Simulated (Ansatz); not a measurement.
Reaction (ligand exchange at the Al–C bond): `CC[CH](O)[AlH2]` + `CB[TeH]` → `CB[Te][AlH2]` + `CCCO`

Calculated with Ansatz (gas phase, PBE0-D4/def2-TZVP geometries, no zero-point term in ΔE). CCSD(T)/CBS is the MP2 limit (def2-TZVPP, def2-QZVPP) plus CCSD(T) − MP2 in def2-TZVPP, frozen cores. Elements past krypton have def2 core potentials. For Te outer-core shells are correlated without core-valence functions, which leaves a few kJ/mol of doubt a bond. One conformer a species, not always the lowest.

```
          species  MP2/CBS(def2) energy (Eh)
`CC[CH](O)[AlH2]`                 -436.64623
        `CB[TeH]`                 -333.56262
   `CB[Te][AlH2]`                 -576.19153
           `CCCO`                 -194.07425
```

(1) Work out ΔE.

Largest T1 diagnostic among the species: 0.013.

Answers

(1) ΔE = (-576.19153) + (-194.07425) − (-436.64623) − (-333.56262) = -0.05693 Eh = -149.5 kJ/mol. CCSD(T)/CBS gives -141.3 kJ/mol.

In def2-TZVPP, CCSD(T) changes the Hartree–Fock value by +16.0 kJ/mol (the triples alone add +1.0 kJ/mol) and MP2 by +7.7 kJ/mol. From PBE to PBE0 (25 % exact exchange), in def2-TZVPP and without D4, ΔE moves by −7.5 kJ/mol.
